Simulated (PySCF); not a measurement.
C2H4FNOSi, SMILES O[Si@@H]1C=N[C@@H]1F. Heavy atoms are numbered as in [OH:1][Si@@H:2]1[CH:3]=[N:4][C@@H:5]1[F:6]. Hydrogens are named by the atom that carries them.

Coordinates come from a r2SCAN-D4/def2-SVP optimisation. The structure was generated by enumeration; whether it is a known compound was not checked. One conformer was computed; it need not be the lowest.

All values below come from PBE0/pcSseg-1 in PySCF.

GIAO shieldings, no solvent; atoms alike by connectivity are averaged. δ = σ(ref) − σ: ¹⁷O against H2O (σ = 334.2 ppm); ²⁹Si against TMS (σ = 352.7 ppm); ¹³C against TMS (σ = 186.3 ppm); ¹⁵N against NH3 (σ = 267.4 ppm); ¹⁹F against CFCl3 (σ = 167.2 ppm); ¹H against TMS (σ = 31.56 ppm), references at their B3LYP-D3(BJ)/def2-TZVP geometries, non-relativistic.

| atoms | nucleus | count | δ (ppm) |
|---|---|---|---|
| O1 (OH) | ¹⁷O | 1 | [?] |
| Si2 (SiH) | ²⁹Si | 1 | [?] |
| C3 (CH) | ¹³C | 1 | [?] |
| C5 (CH) | ¹³C | 1 | 118.9 |
| N4 | ¹⁵N | 1 | 533.9 |
| F6 | ¹⁹F | 1 | -193.8 |
| H on C3 | ¹H | 1 | [?] |
| H on C5 | ¹H | 1 | 6.63 |
| H on Si2 | ¹H | 1 | [?] |
| H on O1 | ¹H | 1 | 2.73 |

**Question.** Fill in the missing entries. (Estimate from the structure and the level; the computed values follow.)

**Answer.** 
- C3 (CH), δ (ppm): 214.6
- O1 (OH), δ (ppm): 48.9
- H on Si2, δ (ppm): 6.12
- Si2 (SiH), δ (ppm): 6.7
- H on C3, δ (ppm): 9.64
